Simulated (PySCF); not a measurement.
Excitations are Tamm–Dancoff values on a coarser integration grid. The basis has no diffuse functions, so Rydberg states are missing or too high.

Cartesian coordinates (Å):
```xyz
11

C      1.6400    -0.5866    -0.1215
Al    -0.0414     0.3986     0.0075
C     -1.8023    -0.4188     0.1120
O     -0.0327     2.1052     0.0320
H      1.9899    -0.6243    -1.1598
H      2.4438    -0.1234     0.4589
H      1.5420    -1.6232     0.2134
H     -1.8268    -1.4310    -0.3006
H     -2.1298    -0.4967     1.1552
H     -2.5573     0.1792    -0.4059
H      0.7745     2.6210     0.0089
```
Charge 0, multiplicity 1.

Predict the HOMO, S1 excitation (TDA), brightest of the four lowest singlets (TDA), S1–T1 gap (TDA) and dipole moment from r2SCAN-D4/def2-TZVP run with PySCF 2.14.0.


```yaml
HOMO: -6.62 eV
S1 excitation (TDA): 6.29 eV
brightest of the four lowest singlets (TDA): 6.88 eV
S1–T1 gap (TDA): 0.41 eV
dipole_moment: 1.29 D
```
